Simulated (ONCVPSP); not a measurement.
Ranking ONCV potentials for Sn (Z = 50)

All share these settings but for the change named:

Sn, optimised norm-conserving Vanderbilt (ONCV), made with ONCVPSP 4.0.1 (LDA (Perdew-Zunger), fully relativistic). Core [Ar] 3d10, reference 4s2 4p6 4d10 5s1 5p3. Waves: 4s+5s: rc 1.50 bohr, ncon 3, nbas 6, qcut 8.3 1/bohr, 2 projectors; 4p+5p: rc 1.30 bohr, ncon 3, nbas 7, qcut 12.6 1/bohr, 2 projectors; 4d: rc 1.50 bohr, ncon 4, nbas 8, qcut 9 1/bohr, 1 projector. Local part: polynomial inside 1.25 bohr (lpopt 5, dvloc0 0 Ha). Core correction: Teter function, fcfact 4.75, rcfact 1.15.

Open shells are filled in proportion to 2j + 1.

Test errors are all-electron minus pseudo excitation energies from the reference, over 4s2 4p6 4d10 5s2 5p2; 4s2 4p6 4d10 5s2 5p1; 4s2 4p6 4d10 5s2 5p0; 4s2 4p6 4d9 5s2 5p2. None of these files shows a bound ghost.

The base gives 13.0 meV.

Of 8 variants that were run, those that failed, showed a ghost or another fault, or gave nearly equal values are left out.

A variant can come out equal or close to the base, since the largest error may sit in a test that the change hardly touches while other tests move.

(1) Rank these variants by their largest absolute test error, smallest first.
A. local potential polynomial inside 1.25 bohr (lpopt 5, dvloc0 8 Ha)
B. local potential polynomial inside 1.25 bohr (lpopt 5, dvloc0 -0.5 Ha)
C. local potential polynomial inside 1.25 bohr (lpopt 5, dvloc0 6.5 Ha)
D. local potential polynomial inside 1.25 bohr (lpopt 5, dvloc0 2.5 Ha)
E. local potential polynomial inside 1.25 bohr (lpopt 5, dvloc0 -2 Ha)

## Answers

(1) A (7.1 meV), C (8.1 meV), D (11.3 meV), B (13.3 meV), E (15.7 meV).
